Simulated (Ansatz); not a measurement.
One change: `[SiH3]O[SiH](Cl)O[SiH3]` becomes `F[SiH](Cl)O[SiH3]`.

Ansatz, PBE0-D4/def2-TZVP geometries, multiplicity 1. Each molecule was computed in one conformer, which needn't be the lowest.

| property | `[SiH3]O[SiH](Cl)O[SiH3]` |
| --- | --- |
| HOMO–LUMO gap (PBE/def2-TZVPP) / eV | 6.56 |
| HOMO–LUMO gap (PBE0/def2-TZVPP) / eV | 8.88 |
| HOMO–LUMO gap (B3LYP/def2-TZVPP) / eV | 8.44 |
| LUMO energy (PBE0/def2-TZVPP) / eV | -0.15 |
| HOMO energy (B3LYP/def2-TZVPP) / eV | -8.79 |
| size of the dipole moment (ωB97M-V/def2-TZVPP) / D | 0.91 |

Problem. What does the change do to each property? (An estimate is asked.)

Solution. The calculation gave: 
```tsv
property	`F[SiH](Cl)O[SiH3]`	shift
HOMO–LUMO gap (PBE/def2-TZVPP) / eV	6.97	0.41
HOMO–LUMO gap (PBE0/def2-TZVPP) / eV	9.32	0.44
HOMO–LUMO gap (B3LYP/def2-TZVPP) / eV	8.87	0.43
LUMO energy (PBE0/def2-TZVPP) / eV	-0.08	0.07
HOMO energy (B3LYP/def2-TZVPP) / eV	-9.16	-0.37
size of the dipole moment (ωB97M-V/def2-TZVPP) / D	1.35	0.44
```

With PBE0 the HOMO falls by 0.37 eV and the LUMO rises by 0.07 eV, so the gap widens by about 0.44 eV. PBE moves the HOMO by -0.36 eV and ωB97M-V by -0.36 eV. Dipoles are sizes alone; their direction can turn.

B3LYP here is the variant with VWN-RPA as its local correlation; programs differ in this.
